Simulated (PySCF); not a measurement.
Be(H)(OMe) (CH₄BeO), SMILES [BeH][O]C. Geometry: r2SCAN-D4/def2-TZVP.

All values below come from r2SCAN-D4/def2-TZVP (PySCF).

Harmonic wavenumbers (cm⁻¹): 93, 93, 548, 548, 909, 1196, 1196, 1422, 1497, 1497, 1512, 2169, 2996, 3063, 3063. Rotational constants (GHz): 159.0, 8.764, 8.764; symmetry number 3.

Task: Work out the zero-point energy and the ideal-gas rigid-rotor harmonic-oscillator thermochemistry at 298.15 K and 1 atm.

Result: ZPE = ½ Σ hcν = ½ × 21802 cm⁻¹ = 130.40 kJ/mol. H − E(el) = 145.54 kJ/mol. Entropy in J/(mol K): translation 155.08, rotation 77.91, vibration 35.87, total 268.86. G − E(el) = 65.38 kJ/mol. Cp = 64.34 J/(mol K). Modes under 150 cm⁻¹ make the vibrational entropy uncertain.
